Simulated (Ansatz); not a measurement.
Reaction (substitution at a C–Zn bond): `[CH3][Zn][Br]` + `[OH][Ge][OH]` → `C[O][Ge][OH]` + `[ZnH][Br]`

Isolated molecules relaxed with PBE0-D4/def2-TZVP in Ansatz; ΔE leaves out vibrations. CCSD(T)/CBS adds triple-zeta CCSD(T) − MP2 to the extrapolated MP2 energy (def2 sets, frozen cores). For Br, Ge, Zn outer-core shells are correlated without core-valence functions, which leaves a few kJ/mol of doubt a bond. Scalar relativity is left out up to krypton. Each species was taken in one conformer, which may not be the lowest.

| level | ΔE (eV) |
| --- | --- |
| CCSD/def2-TZVPP | 0.80 |
| MP2/def2-QZVPP | 0.95 |

(1) What does CCSD(T)/CBS give? (An estimate is asked.)

Largest T1 diagnostic among the species: 0.015.

Answers

(1) Computed: +0.86 eV. The listed levels differ from it by -0.06, 0.09 eV.

In def2-TZVPP, CCSD(T) changes the Hartree–Fock value by +0.14 eV (the triples alone add +0.01 eV) and MP2 by +0.25 eV. The D4 term adds −0.04 eV with B3LYP and −0.02 eV with PBE0; it sums over pairs of atoms, weighted by their polarisabilities, and B3LYP, whose exchange is more repulsive, gets the larger term.

B3LYP here is the variant with VWN-RPA as its local correlation; programs differ in this.
